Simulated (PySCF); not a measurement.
# Electron correlation in Sc⁺ (scandium, charge +1)

[Ar] 3d1 4p1, one real determinant (an excited configuration). Calculation: PySCF 2.14, in dyall-av2z (16s12p7d2f, 101 functions); the non-relativistic Hamiltonian (point nucleus). Frozen: [Ar]; 2 electrons correlated; the 25 highest virtual orbitals of each spin left out.

With two correlated electrons CCSD is exact within the correlated space (frozen core and kept virtual orbitals).

| level | correlation energy (mhartree) |
| --- | --- |
| CCSD | -2.69 |

Diagnostics: T1 = 0.0064, D1 = 0.0100, largest double amplitude 0.124.

The real determinant used has ⟨L²⟩ near 8 against 12 for a pure F term, so it mixes terms.

Cost of the coupled-cluster step: roughly 5 core-seconds, for 2 correlated electrons.

The reference is one real determinant that mixes LS terms of this configuration.
